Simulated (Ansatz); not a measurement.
Species: C4H9O, charge 1, multiplicity 1. It need not be the lowest isomer of its formula. 
Geometry from a B3LYP-D3(BJ)/def2-TZVP (Ansatz, a quantum-chemistry and plane-wave program) optimisation:
```xyz
14

C     -2.3456    -0.2762    -0.0229
C     -0.9500     0.3231    -0.1730
C      0.1266    -0.6673     0.2581
C      1.5082    -0.2570     0.1783
O      1.8181     0.8980    -0.2397
H     -2.4642    -1.1692    -0.6390
H     -3.0988     0.4452    -0.3351
H     -2.5536    -0.5470     1.0138
H     -0.8609     1.2308     0.4275
H     -0.7724     0.6143    -1.2104
H     -0.0028    -1.0244     1.2976
H      0.0834    -1.6244    -0.2961
H      2.3123    -0.9333     0.4764
H      2.7769     1.0883    -0.2595
```
Charge +1, spin multiplicity 1.

Total electronic energies in hartree. Correlated levels leave the core frozen unless marked. Spin-orbit coupling is left out. Non-relativistic. Basis-set limits of correlation are two-point, X^-3; Hartree-Fock from the larger set.

| level | program | energy (Eh) |
|---|---|---|
| HF/6-31G | Ansatz | -231.19301 |
| HF/cc-pVTZ | Ansatz | -231.39358 |
| r2SCAN-D4/def2-TZVPD | Ansatz + dftd4 | -232.72599 |
| B97M-V/def2-TZVPD | Ansatz | -232.84112 |
| B3LYP-D3(BJ)/def2-TZVPD | Ansatz + dftd3 | -232.88526 |
| PBE0-D4/def2-TZVPD | Ansatz + dftd4 | -232.59239 |
| PBE0/def2-TZVPD | Ansatz | -232.58631 |
| PBE0/def2-QZVPP | Ansatz | -232.60209 |
| PBE-QIDH/def2-TZVPD | Ansatz | -232.54506 |
| RPA@PBE/cc-pVTZ | Ansatz | -232.83724 |
| SCS-MP2/cc-pwCVTZ | Ansatz | -232.31206 |
| CCSD/STO-3G | Ansatz | -228.81521 |
| CCSD/cc-pVTZ | Ansatz | -232.34218 |
| CCSD(T)/cc-pwCVTZ | Ansatz | -232.39301 |
| CCSD(T)/CBS(cc-pVTZ,cc-pVQZ) | Ansatz | -232.4867 |

Totals of different functionals don't rank their quality; only differences between species are comparable.
